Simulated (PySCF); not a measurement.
# Electron correlation in Ar²⁺ (argon, charge +2)

[Ne] 3s2 3p4, high-spin 3P determinant. Calculation: PySCF 2.14, in Sapporo-DZP-2012 (5s4p2d, 27 functions); the spin-free X2C one-electron Hamiltonian (Gaussian nucleus). Frozen: [Ne]; 6 electrons correlated.

MP2 pair energies summed by pair of shells (mhartree):

| pair | energy | share (%) |
| --- | --- | --- |
| 3p-3p | -47.71 | 50.6 |
| 3s-3p | -39.87 | 42.3 |
| 3s-3s | -6.68 | 7.1 |

Total MP2 correlation energy: -94.26 mhartree.

Same-spin part -23.96 and opposite-spin part -70.30 mhartree; SCS-MP2 scales them by 1/3 and 6/5 to -92.35 mhartree.

```json
{"level": "CCSD", "correlation energy (mhartree)": "-116.73"}
{"level": "(T)", "correlation energy (mhartree)": "-1.29"}
{"level": "CCSD(T)", "correlation energy (mhartree)": "-118.02"}
```

Diagnostics: T1 = 0.0074, D1 = 0.0251, largest double amplitude 0.061.

Problem. Is a single reference adequate?

Solution. Yes: T1 lies below 0.03 and no double amplitude reaches 0.07.
